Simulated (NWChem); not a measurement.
System: CHO$_{2}$, doublet; SMILES [O]C=O

Parts of the log:

```
             Northwest Computational Chemistry Package (NWChem) 7.3.0
             --------------------------------------------------------

                             Geometry "geometry" -> ""
                             -------------------------

 Output coordinates in angstroms (scale by  1.889725989 to convert to a.u.)

  No.       Tag          Charge          X              Y              Z
 ---- ---------------- ---------- -------------- -------------- --------------
    1 O                    8.0000    -1.14312200     0.00000000    -0.12529800
    2 C                    6.0000     0.00567400     0.00000000     0.21479100
    3 O                    8.0000     1.17392100     0.00000000    -0.20418300
    4 H                    1.0000     0.20761100     0.00000000     1.37164200

 Effective nuclear repulsion energy (a.u.)      63.3687558248

                              NWChem Property Module
                              ----------------------

  itol2e modified to match energy
  convergence criterion.

                                 NWChem DFT Module
                                 -----------------

 Summary of "ao basis" -> "ao basis" (spherical)
 ------------------------------------------------------------------------------
       Tag                 Description            Shells   Functions and Types
 ---------------- ------------------------------  ------  ---------------------
 O                           pcj-1                  11       27   5s4p2d
 C                           pcj-1                  11       27   5s4p2d
 H                           pcj-1                   6       10   4s2p

  itol2e modified to match energy
  convergence criterion.

            General Information
            -------------------
          SCF calculation type: DFT
          Wavefunction type:  spin polarized.
          No. of atoms     :     4
          No. of electrons :    23
           Alpha electrons :    12
            Beta electrons :    11
          Charge           :     0
          Spin multiplicity:     2
          Use of symmetry is: off; symmetry adaption is: off
          Maximum number of iterations: 150
          AO basis - number of functions:    91
                     number of shells:    39
          Convergence on energy requested:  1.00D-07
          Convergence on density requested:  1.00D-05
          Convergence on gradient requested:  5.00D-04

              XC Information
              --------------
                  TPSS hybrid Method XC Functional
                     Hartree-Fock (Exact) Exchange  0.100
                  TPSS metaGGA Exchange Functional  0.900
             TPSS03 metaGGA Correlation Functional  1.000

             Grid Information
             ----------------
          Grid used for XC integration:  fine
          Radial quadrature: Mura-Knowles
          Angular quadrature: Lebedev.
          Tag              B.-S. Rad. Rad. Pts. Rad. Cut. Ang. Pts.
          ---              ---------- --------- --------- ---------
          O                   0.60       70           7.0       590
          C                   0.70       70           7.0       590
          H                   0.35       60           7.0       590
          Grid pruning is: on
          Number of quadrature shells:   270
          Spatial weights used:  Erf1

      Superposition of Atomic Density Guess
      -------------------------------------

 Sum of atomic energies:        -187.66192099

      Non-variational initial energy
      ------------------------------

 Total energy =    -188.626847
 1-e energy   =    -382.362967
 2-e energy   =     130.367365
 HOMO         =      -0.308647
 LUMO         =       0.062381

   convergence    iter        energy       DeltaE   RMS-Dens  Diis-err
 ---------------- ----- ----------------- --------- --------- ---------
 d= 0,ls=0.0,diis     1   -188.9598907230 -2.52D+02  6.01D-03  3.55D-01
                                                     5.56D-03  3.68D-01
 d= 0,ls=0.0,diis     2   -188.7662096342  1.94D-01  4.06D-03  9.14D-01
                                                     3.67D-03  8.34D-01
 d= 0,ls=0.0,diis     3   -189.0831668786 -3.17D-01  1.08D-03  2.09D-02
                                                     1.82D-03  2.23D-02
 d= 0,ls=0.0,diis     4   -189.0656066242  1.76D-02  8.31D-04  5.96D-02
                                                     1.78D-03  6.24D-02
 d= 0,ls=0.0,diis     5   -189.0882948678 -2.27D-02  2.65D-04  5.20D-03
                                                     3.22D-04  4.61D-03
  Resetting Diis
 d= 0,ls=0.0,diis     6   -189.0901556104 -1.86D-03  6.43D-05  7.53D-05
                                                     6.94D-05  6.18D-05
 d= 0,ls=0.0,diis     7   -189.0901860964 -3.05D-05  8.83D-05  3.63D-05
                                                     1.07D-04  2.16D-05
 d= 0,ls=0.0,diis     8   -189.0900554083  1.31D-04  5.78D-05  3.36D-04
                                                     1.28D-04  3.70D-04
 d= 0,ls=0.0,diis     9   -189.0901963688 -1.41D-04  1.34D-05  1.59D-05
                                                     1.07D-05  1.19D-05
 d= 0,ls=0.0,diis    10   -189.0902004218 -4.05D-06  1.33D-05  5.93D-06
                                                     1.45D-05  3.45D-06
 d= 0,ls=0.0,diis    11   -189.0902023229 -1.90D-06  1.27D-05  1.86D-06
                                                     1.41D-05  1.15D-06
 d= 0,ls=0.0,diis    12   -189.0902031714 -8.49D-07  2.82D-06  1.05D-07
                                                     3.19D-06  7.48D-08
 d= 0,ls=0.0,diis    13   -189.0902032230 -5.15D-08  1.42D-06  1.32D-08
                                                     1.48D-06  7.19D-09

         Total DFT energy =     -189.090203222969
      One electron energy =     -383.572910818532
           Coulomb energy =      154.020115393247
    Exchange-Corr. energy =      -22.906163622507
 Nuclear repulsion energy =       63.368755824822

 Numeric. integr. density =       22.999999939313

                    DFT Final Alpha Molecular Orbital Analysis
                    ------------------------------------------

 Vector   10  Occ=1.000000D+00  E=-3.578130D-01
              MO Center=  3.8D-01, -2.8D-09, -7.5D-02, r^2= 1.8D+00
   Bfn.  Coefficient  Atom+Function         Bfn.  Coefficient  Atom+Function
  ----- ------------  ---------------      ----- ------------  ---------------
    68      0.383029  3 O  pz                71      0.340044  3 O  pz
    14     -0.208077  1 O  pz                12      0.188430  1 O  px
    17     -0.178487  1 O  pz                65      0.178758  3 O  pz
    66      0.177047  3 O  px                15      0.162085  1 O  px
    69      0.154966  3 O  px                11     -0.095516  1 O  pz

 Vector   11  Occ=1.000000D+00  E=-3.427384D-01
              MO Center=  2.6D-02, -1.8D-09, -1.5D-01, r^2= 1.9D+00
   Bfn.  Coefficient  Atom+Function         Bfn.  Coefficient  Atom+Function
  ----- ------------  ---------------      ----- ------------  ---------------
    67     -0.358890  3 O  py                13      0.348746  1 O  py
    70     -0.334977  3 O  py                16      0.320621  1 O  py
    64     -0.169284  3 O  py                10      0.164081  1 O  py
    50     -0.057874  2 C  d -2              61     -0.033273  3 O  py
     7      0.032374  1 O  py                40      0.032188  2 C  py

 Vector   12  Occ=1.000000D+00  E=-3.178504D-01
              MO Center= -3.3D-01, -3.7D-10,  2.1D-01, r^2= 1.9D+00
   Bfn.  Coefficient  Atom+Function         Bfn.  Coefficient  Atom+Function
  ----- ------------  ---------------      ----- ------------  ---------------
    14      0.381782  1 O  pz                17      0.347311  1 O  pz
    84     -0.323179  4 H  s                 68      0.222382  3 O  pz
    85     -0.214644  4 H  s                 71      0.198652  3 O  pz
    11      0.180607  1 O  pz                65      0.106493  3 O  pz
    83     -0.094409  4 H  s                 32     -0.084473  2 C  s

 Vector   13  Occ=0.000000D+00  E=-2.102022D-02
              MO Center= -4.2D-02, -9.3D-10,  1.2D-01, r^2= 1.6D+00
   Bfn.  Coefficient  Atom+Function         Bfn.  Coefficient  Atom+Function
  ----- ------------  ---------------      ----- ------------  ---------------
    43      0.610531  2 C  py                40      0.476749  2 C  py
    16     -0.420017  1 O  py                70     -0.368574  3 O  py
    13     -0.279670  1 O  py                67     -0.253750  3 O  py
    37      0.180746  2 C  py                10     -0.138086  1 O  py
    64     -0.125136  3 O  py                34      0.037017  2 C  py

 Vector   14  Occ=0.000000D+00  E= 4.276147D-02
              MO Center=  2.4D-01, -7.7D-11,  1.6D+00, r^2= 2.5D+00
   Bfn.  Coefficient  Atom+Function         Bfn.  Coefficient  Atom+Function
  ----- ------------  ---------------      ----- ------------  ---------------
    85      1.779741  4 H  s                 32     -1.413986  2 C  s
    44     -0.727843  2 C  pz                41     -0.310569  2 C  pz
    17      0.227132  1 O  pz                71      0.159542  3 O  pz
    31     -0.136021  2 C  s                 38     -0.133382  2 C  pz
    14      0.100390  1 O  pz                69     -0.096679  3 O  px

 Vector   15  Occ=0.000000D+00  E= 1.647029D-01
              MO Center=  4.5D-03, -3.9D-09, -2.5D-01, r^2= 2.2D+00
   Bfn.  Coefficient  Atom+Function         Bfn.  Coefficient  Atom+Function
  ----- ------------  ---------------      ----- ------------  ---------------
    32      1.949799  2 C  s                  5     -0.945210  1 O  s
    59     -0.832316  3 O  s                 44     -0.814034  2 C  pz
    69      0.548795  3 O  px                15     -0.536966  1 O  px
    84     -0.331625  4 H  s                 85      0.198486  4 H  s
    66      0.194642  3 O  px                12     -0.180663  1 O  px

                     DFT Final Beta Molecular Orbital Analysis
                     -----------------------------------------

[...]

          ----------------------
          Hyperfine Interactions
          ----------------------

 Total Spin Density (Fermi Contact Term)
 ------------------ --------------------
     Atom            x         y         z       Density (a.u.)      Aiso(MHz)     Aiso(Gauss)
     1  17-O     -2.16019   0.00000  -0.23678       0.019619        -11.892879      -4.243668
     2  13-C      0.01072   0.00000   0.40590      -0.090015       -101.193604     -36.108333
     3  17-O      2.21839   0.00000  -0.38585       0.048545        -29.428033     -10.500636
     4   1-H      0.39233   0.00000   2.59203       0.149809        669.629539     238.940068

           -------------------------------------------
           Anisotropic Interaction (Spin-Dipolar Term)
           -------------------------------------------

 ------------------------------------------------------------
     Atom            x         y         z
 ------------------------------------------------------------
     1  17-O     -2.16019   0.00000  -0.23678

   Spin-Dipolar term (a.u.)
        xx             yy             zz             xy             xz             yz
 ------------------------------------------------------------------------------------------
      -0.486776      -0.560926       1.047703      -0.000000       0.356083      -0.000000

   Principal Comp. of -hf- tensor (au)            Anisotropic -hfcc- (MHz)               Anisotropic -hfcc- (Gauss)
 --------------------------------------------------------------------------------------------------------------------------
     -0.565380    -0.560926     1.126307      40.910514    40.588248   -81.498762      14.597864    14.482872   -29.080736

   Orientation of the principal axis of Hyperfine Tensor w.r.t absolute (molecular) frame
 --------------------------------------------------------------------------------------------------------------------------
      0.976491    -0.000000     0.215557
      0.000000     1.000000    -0.000000
     -0.215557     0.000000     0.976491

 ------------------------------------------------------------
     Atom            x         y         z
 ------------------------------------------------------------
     2  13-C      0.01072   0.00000   0.40590

   Spin-Dipolar term (a.u.)
        xx             yy             zz             xy             xz             yz
 ------------------------------------------------------------------------------------------
       0.059112      -0.077999       0.018887      -0.000000      -0.009776       0.000000

   Principal Comp. of -hf- tensor (au)            Anisotropic -hfcc- (MHz)               Anisotropic -hfcc- (Gauss)
 --------------------------------------------------------------------------------------------------------------------------
      0.061362    -0.077999     0.016637       8.234246   -10.466712     2.232467       2.938179    -3.734777     0.796598

   Orientation of the principal axis of Hyperfine Tensor w.r.t absolute (molecular) frame
 --------------------------------------------------------------------------------------------------------------------------
      0.974521     0.000000     0.224294
     -0.000000     1.000000     0.000000
     -0.224294    -0.000000     0.974521

 ------------------------------------------------------------
     Atom            x         y         z
 ------------------------------------------------------------
     3  17-O      2.21839   0.00000  -0.38585

   Spin-Dipolar term (a.u.)
        xx             yy             zz             xy             xz             yz
 ------------------------------------------------------------------------------------------
      -1.211460      -1.133266       2.344725      -0.000000      -0.187553      -0.000000

   Principal Comp. of -hf- tensor (au)            Anisotropic -hfcc- (MHz)               Anisotropic -hfcc- (Gauss)
 --------------------------------------------------------------------------------------------------------------------------
     -1.221324    -1.133266     2.354589      88.374145    82.002314  -170.376459      31.534039    29.260415   -60.794455

   Orientation of the principal axis of Hyperfine Tensor w.r.t absolute (molecular) frame
 --------------------------------------------------------------------------------------------------------------------------
      0.998620    -0.000000    -0.052522
      0.000000     1.000000    -0.000000
      0.052522     0.000000     0.998620

 ------------------------------------------------------------
     Atom            x         y         z
 ------------------------------------------------------------
     4   1-H      0.39233   0.00000   2.59203

   Spin-Dipolar term (a.u.)
        xx             yy             zz             xy             xz             yz
 ------------------------------------------------------------------------------------------
      -0.006587      -0.010526       0.017113       0.000000       0.005573       0.000000

   Principal Comp. of -hf- tensor (au)            Anisotropic -hfcc- (MHz)               Anisotropic -hfcc- (Gauss)
 --------------------------------------------------------------------------------------------------------------------------
     -0.007832    -0.010526     0.018358      -4.178968    -5.616077     9.795045      -1.491157    -2.003953     3.495110

   Orientation of the principal axis of Hyperfine Tensor w.r.t absolute (molecular) frame
 --------------------------------------------------------------------------------------------------------------------------
      0.975940    -0.000000     0.218041
     -0.000000     1.000000     0.000000
     -0.218041    -0.000000     0.975940
```

Level: TPSSh/pcJ-1, spin-unrestricted, contact and dipolar terms. Structure relaxed at the PBE0/def2-SVP, spin-unrestricted level. No stability test was run on the SCF state.

Question: Write an input that gives this output.

Answer: Several could match; the one computed here: the input that was run:
```
start job
memory heap 200 mb stack 900 mb global 1100 mb
geometry units angstroms noautosym nocenter noautoz
  O     -1.143122    -0.000000    -0.125298
  C      0.005674     0.000000     0.214791
  O      1.173921    -0.000000    -0.204183
  H      0.207611    -0.000000     1.371642
end
basis spherical
  * library pcj-1
end
dft
  odft
  mult 2
  xc xctpssh
  iterations 150
end
property
  hyperfine
end
task dft property
```
